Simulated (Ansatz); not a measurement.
Geometry optimisation, RKS PBE-D4/def2-mTZVP (Ansatz).

input.yaml

```yaml
crystal:
  periodic: [false, false, false]
  atoms:
    - { symbol: C, position_ang: [-0.9088, 0.1886, 0.3966] }
    - { symbol: C, position_ang: [0.3288, -0.1168, -0.3189] }
    - { symbol: O, position_ang: [1.3538, -0.2547, 0.5918] }
    - { symbol: F, position_ang: [0.2915, -1.3018, -0.9397] }
    - { symbol: Br, position_ang: [0.8013, 1.2398, -1.6305] }
    - { symbol: H, position_ang: [-0.8768, 1.193, 0.9338] }
    - { symbol: H, position_ang: [-1.7643, 0.3084, -0.317] }
    - { symbol: H, position_ang: [-1.1726, -0.5264, 1.1076] }
    - { symbol: H, position_ang: [2.0357, -0.7762, 0.1592] }
basis:
  gaussian: { orbitals: def2-mTZVP }
hamiltonian:
  xc: pbe
  dispersion: d4
relax:
  f_tol: 0.015
  max_steps: 40
```

Command:

```bash
$ ansatz run input.yaml --threads 2 --pin off --max-ram 3072MiB --backend cpu --events-out ev --progress --plain --runs-dir out
```

Problem. Where does it end, and by what steps?

Solution. The forces met the threshold. After 7 steps the energy has fallen by 0.396 eV; H9 moved furthest, 0.23 Å.

| step | energy less start (eV) | largest force component (eV/Å) | accepted |
| --- | --- | --- | --- |
| 0 | 0.0000 | 3.355 | yes |
| 1 | -0.3174 | 1.238 | yes |
| 2 | -0.3833 | 0.479 | yes |
| 3 | -0.3913 | 0.369 | yes |
| 4 | -0.3950 | 0.174 | yes |
| 5 | -0.3955 | 0.089 | yes |
| 6 | -0.3960 | 0.051 | yes |
| 7 | -0.3961 | 0.010 | yes |

```xyz
9
Properties=species:S:1:pos:R:3
C -0.952 0.223 0.405
C 0.332 -0.178 -0.270
O 1.336 -0.335 0.636
F 0.155 -1.342 -1.008
Br 0.853 1.226 -1.664
H -0.817 1.173 0.933
H -1.752 0.327 -0.336
H -1.222 -0.560 1.129
H 2.155 -0.580 0.158
```

Time of the run: 17 s on 2 threads of Intel(R) Xeon(R) Platinum 8488C (Sapphire Rapids), on a shared host, peak memory 0.19 GiB.
